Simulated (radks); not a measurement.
Values are calculated unless marked as measured or tabulated.
Question: B4+, 1 electrons, occupied as 2p1 (not the ground configuration). Level of theory: scalar-relativistic Kohn-Sham, PBE, spin-polarised, spherical densities, finite nucleus; open shells are filled with parallel spins first; Fermi nuclear charge, rms radius 2.406 fm (a radial shooting solver on a logarithmic mesh with Libxc functionals). Some entries of the table are withheld. Estimate them.

orbital  occ.  eigenvalue (Ry)  <r^2> (bohr^2)
1s up       0              (1)             (2)
2p up       1         -5.59019           1.205
3d up       0         -2.17811           5.468

Answer: 
(1) 1s up eigenvalue (Ry): -23.79679
(2) 1s up <r^2> (bohr^2): 0.1242
